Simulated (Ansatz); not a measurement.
CH4AlFOSi (`F[CH]1[O][Al]1[SiH3]`), relaxed with RKS PBE-D4/def2-SVP in Ansatz from a rough embedded geometry. The force threshold is 0.03 eV/Å; the program also tests the step.

Total charge 0; spin multiplicity 1.

Start:

```xyz
9

F    -3.093   -0.039    0.103
C    -1.843    0.249    0.772
O    -1.390   -0.857    1.543
Al   -0.353   -0.633    0.126
Si    1.803   -0.098   -0.841
H    -1.794    1.207    1.359
H     2.844   -0.800   -0.121
H     1.797   -0.444   -2.234
H     2.028    1.414   -0.707
```

| step | energy (eV) | largest force (eV/Å) | largest move (Å) |
| --- | --- | --- | --- |
| 1 | -20316.1916 | 1.556 | 0.000 |
| 2 | -20316.5739 | 1.310 | 0.195 |
| 3 | -20316.7373 | 0.428 | 0.193 |
| 4 | -20316.8020 | 0.618 | 0.175 |
| 5 | -20316.8534 | 0.571 | 0.195 |
| 6 | -20316.8907 | 0.594 | 0.200 |
| 7 (rejected) | -20316.8888 | 0.239 | 0.121 |
| 8 | -20316.9081 | 0.078 | 0.059 |
| 9 | -20316.9124 | 0.118 | 0.082 |
| 10 | -20316.9133 | 0.132 | 0.035 |
| 11 | -20316.9140 | 0.025 | 0.014 |

End:

```xyz
9

F    -3.126   -0.423    0.268
C    -2.079    0.239    0.869
O    -1.091   -0.618    1.358
Al   -0.315    0.298    0.026
Si    1.929   -0.066   -0.876
H    -2.504    0.951    1.611
H     2.693   -1.097   -0.090
H     1.807   -0.520   -2.307
H     2.686    1.236   -0.858
```

It took 7 s on 4 threads of an INTEL XEON PLATINUM 8581C on a shared host, with 0.2 GiB of host memory at the peak.
